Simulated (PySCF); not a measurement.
Level of theory: B3LYP-D3(BJ)/def2-TZVP // B3LYP-D3(BJ)/def2-SVP (PySCF 2.14.0). Isolated molecules, 0 K electronic values unless said otherwise. B3LYP has the VWN-RPA correlation part, as in Gaussian. Delta-SCF ions had no search for a lower state. Excitations are Tamm–Dancoff values on a coarser integration grid. The basis has no diffuse functions, so Rydberg states are missing or too high.

Reference species (SMILES): `Cc1cc([SiH3])cc2ccsc12` (neutral, multiplicity 1).

The vertical ionisation energy (Delta-SCF) is 7.90 eV and the HOMO–LUMO gap is 5.06 eV. The S1 excitation (TDA) is 4.51 eV.

Changed species: `Cc1cc([SiH3])c2ccsc2c1`.

Task: What does the change do to the vertical ionisation energy (Delta-SCF), HOMO–LUMO gap and S1 excitation (TDA)?

Result: the vertical ionisation energy (Delta-SCF) falls by 0.04 eV, to 7.86 eV; the HOMO–LUMO gap drops by 0.16 eV, to 4.90 eV; the S1 excitation (TDA) goes up by 0.02 eV, to 4.53 eV.
